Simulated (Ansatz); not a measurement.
Cost and result for the atomization energy of C$_{2}$H$_{8}$SSi$_{2}$ (`[SiH3][SiH2]CC=S`) (13 atoms, 12 bonds).

```xyz
13

Si   -0.690   -1.775   -0.794
Si    0.192    0.379   -1.038
C    -0.023    1.400    0.564
C     0.767    0.769    1.629
S     0.259   -0.404    2.617
H     0.150   -2.623    0.087
H    -2.074   -1.701   -0.258
H    -0.736   -2.397   -2.147
H    -0.511    1.112   -2.128
H     1.641    0.324   -1.377
H    -1.091    1.387    0.795
H     0.310    2.419    0.351
H     1.804    1.109    1.699
```

The species carries charge 0 and has multiplicity 1. All single points use the PBE0-D4/def2-TZVP geometry. It is one conformer, not always the lowest. Program: Ansatz. All runs use 4 threads of an Arm Neoverse V1 on a shared host. Times are those of one run each, without the atoms' runs, and a repeat can differ threefold. Electronic energies, without spin–orbit coupling; frozen cores. CCSD(T)/CBS adds CCSD(T) − MP2 in def2-TZVPP to the MP2 limit, and its time is that of the two runs behind it. T1 = 0.016; the RHF reference is unstable towards UHF. B3LYP takes the VWN-RPA correlation (the form of Gaussian; ORCA's B3LYP/G).

CCSD(T)/CBS is a level of theory with its own doubt, some kJ/mol a heavy atom from the limit and from the frozen cores, so smaller differences don't rank the functionals.

```tsv
level	functions	wall time
PBE-D4/def2-TZVPP (with forces)	300	4.4 s
PBE0-D4/def2-TZVPP	300	6.5 s
r2SCAN-D4/def2-TZVPP (with forces)	300	9 s
B3LYP-D4/def2-TZVPP (with forces)	300	10 s
B2PLYP/def2-TZVPP	300	12 s
ωB97X-V/def2-TZVPP	300	15 s
ωB97M-V/def2-TZVPP (with forces)	300	22 s
MP2/def2-QZVPP	564	52 s
CCSD(T)/def2-TZVPP	300	6 min
CCSD(T)/CBS(def2)	–	6.9 min
```

Q: What atomization energy does each give, and how far from CCSD(T)/CBS? (An estimate is asked.)

A: The calculation gave: 
```tsv
level	atomization (kJ/mol)	difference from CCSD(T)/CBS	per bond
PBE-D4/def2-TZVPP (with forces)	4429.3	43.3	3.6
PBE0-D4/def2-TZVPP	4383.0	-3.0	-0.2
r2SCAN-D4/def2-TZVPP (with forces)	4398.7	12.7	1.1
B3LYP-D4/def2-TZVPP (with forces)	4385.1	-0.9	-0.1
B2PLYP/def2-TZVPP	4322.8	-63.2	-5.3
ωB97X-V/def2-TZVPP	4410.5	24.5	2.0
ωB97M-V/def2-TZVPP (with forces)	4395.4	9.4	0.8
MP2/def2-QZVPP	4357.5	-28.5	-2.4
CCSD(T)/def2-TZVPP	4273.5	-112.5	-9.4
CCSD(T)/CBS(def2)	4386.0	0.0	0.0
```

In def2-TZVPP, CCSD(T) changes the Hartree–Fock value by +1027.0 kJ/mol (the triples alone add +63.9 kJ/mol) and MP2 by +1044.5 kJ/mol; breaking electron pairs costs correlation energy, which Hartree–Fock lacks. From PBE to PBE0 (25 % exact exchange), in def2-TZVPP and without D4, the atomization energy moves by −41.4 kJ/mol: exact exchange takes away binding that semilocal exchange gives to molecules. The D4 term adds +56.8 kJ/mol with B3LYP and +30.3 kJ/mol with PBE0; it sums over pairs of atoms, weighted by their polarisabilities, and B3LYP, whose exchange is more repulsive, gets the larger term.
